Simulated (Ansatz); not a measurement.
Molecule: sum formula H6Si2O3, charge 0, multiplicity 1. SMILES: O[Si](O)(O)[SiH3]
Geometry from a B3LYP-D3(BJ)/def2-TZVP (Ansatz, a first-principles code) optimisation:
```xyz
11

O     -1.1515     0.5771     1.3434
Si    -0.2910     0.3175    -0.0330
O     -1.3285    -0.1281    -1.2227
O      0.4614     1.7603    -0.3213
Si     1.2439    -1.4378     0.1423
H     -0.8407     1.2728     1.9291
H     -2.1588     0.3516    -1.3052
H      1.0233     1.8354    -1.0967
H      0.5617    -2.7328     0.3725
H      2.1697    -1.1782     1.2731
H      2.0539    -1.5389    -1.0984
```

Atomisation energy built up term by term with Ansatz (kcal/mol; UHF references for open shells; valence terms freeze the core; atomic spin-orbit terms are left out). Basis-set limits of correlation are two-point, X^-3; Hartree-Fock from the larger set.

| term | basis | kcal/mol |
|---|---|---|
| Hartree-Fock | aug-cc-pV(Q+d)Z | 688.12 |
| CCSD correlation | CBS(aug-cc-pV(T+d)Z,aug-cc-pV(Q+d)Z) | 263.26 |
| (T) | CBS(aug-cc-pV(T+d)Z,aug-cc-pV(Q+d)Z) | 15.60 |
| core correlation | cc-pwCVTZ | 1.08 |
| scalar relativity (X2C) | cc-pVTZ-DK against cc-pVTZ | -2.34 |
| sum: De |  | 965.7 |

(T) makes 1.6 % of the CCSD(T) atomisation energy; under 5 % is typical of single-reference molecules.
